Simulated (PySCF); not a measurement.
# Manganese: a sound run and one with changed settings

Sound run: Mn⁺ [Ar] 3d5 4s1, Mn²⁺ [Ar] 3d5. Calculation: PySCF 2.14, in Sapporo-DKH3-DZP-2012; scalar relativity by spin-free X2C-1e. In the sound run the correlated levels freeze [Ar]. The sound run starts from symmetry-adapted Hartree-Fock orbitals and uses a fine grid where one is needed.

Changed run: no relativity, point nucleus. This setting is unsound on purpose.

```json
{"species": "Mn⁺", "method": "UHF", "sound run (hartree)": "-1157.13496", "changed run (hartree)": "-1146.39061", "converged": "yes"}
{"species": "Mn⁺", "method": "TPSS", "sound run (hartree)": "-1158.27624", "changed run (hartree)": "-1147.53638", "converged": "yes"}
{"species": "Mn⁺", "method": "BP86", "sound run (hartree)": "-1158.41773", "changed run (hartree)": "-1147.67879", "converged": "yes"}
{"species": "Mn⁺", "method": "MP2", "sound run (hartree)": "-1157.20302", "changed run (hartree)": "-1146.45720", "converged": "yes"}
{"species": "Mn²⁺", "method": "UHF", "sound run (hartree)": "-1156.58931", "changed run (hartree)": "-1145.85350", "converged": "yes"}
{"species": "Mn²⁺", "method": "TPSS", "sound run (hartree)": "-1157.68912", "changed run (hartree)": "-1146.95972", "converged": "yes"}
{"species": "Mn²⁺", "method": "BP86", "sound run (hartree)": "-1157.81727", "changed run (hartree)": "-1147.08885", "converged": "yes"}
{"species": "Mn²⁺", "method": "MP2", "sound run (hartree)": "-1156.64229", "changed run (hartree)": "-1145.90573", "converged": "yes"}
```

Ionisation energy of Mn⁺:

```
 method  sound run (eV)  changed run (eV)
    UHF          14.848            14.616
   TPSS          15.976            15.692
   BP86          16.340            16.053
    MP2          15.258            15.006
SCS-MP2          14.985            14.746
```

Most of the change in total energy is the relativistic energy itself. On top of that the contraction fixes the core shape for the Hamiltonian it was made with, so the changed run is not a good calculation with the other Hamiltonian either.

For comparison, NIST gives 15.640 eV between the lowest levels.
